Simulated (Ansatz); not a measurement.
`C[O][Ge]([CH3])([CH3])[O][SiH3]`. The species carries charge 0 and has multiplicity 1. The structure was optimised at the PBE0-D4/def2-TZVP level. It is one conformer, not always the lowest.

```xyz
19

C     0.548   -0.123    2.315
O     0.980    0.434    1.098
Ge    0.404   -0.241   -0.443
C     0.585   -2.168   -0.495
C     1.297    0.794   -1.807
O    -1.353    0.060   -0.514
Si   -2.278    1.362   -0.178
H    -0.544   -0.092    2.421
H     0.983    0.462    3.129
H     0.876   -1.164    2.434
H    -0.018   -2.620    0.293
H     1.628   -2.460   -0.360
H     0.234   -2.544   -1.457
H     1.107    1.854   -1.637
H     2.372    0.618   -1.769
H     0.925    0.519   -2.795
H    -2.509    1.497    1.287
H    -3.590    1.192   -0.854
H    -1.646    2.621   -0.665
```

What is the dipole moment at ωB97M-V/def2-TZVPP? (Estimate.)

The calculation gave: 1.88 D, with components (1.16, -1.39, -0.50) D in this frame, pointing from negative to positive charge.

And with PBE, r2SCAN, B3LYP? (Best estimate.)

Ansatz gave: PBE 1.89 D, r2SCAN 1.92 D, B3LYP 1.85 D.

Give the Mulliken charges with ωB97M-V, B3LYP, PBE in def2-TZVPP. (Estimate.)

The calculation gave: 
```tsv
atom	ωB97M-V	B3LYP	PBE
C1	-0.19	-0.13	-0.14
O2	-0.42	-0.44	-0.36
Ge3	0.64	0.72	0.61
C4	-0.44	-0.39	-0.38
C5	-0.41	-0.38	-0.36
O6	-0.49	-0.49	-0.41
Si7	0.32	0.43	0.35
H8	0.11	0.09	0.09
H9	0.12	0.11	0.10
H10	0.10	0.09	0.08
H11	0.13	0.11	0.11
H12	0.13	0.11	0.11
H13	0.13	0.11	0.11
H14	0.14	0.12	0.11
H15	0.13	0.11	0.11
H16	0.13	0.11	0.11
H17	-0.06	-0.09	-0.08
H18	-0.04	-0.08	-0.07
H19	-0.05	-0.09	-0.08
```

B3LYP here is the variant with VWN-RPA as its local correlation; programs differ in this.
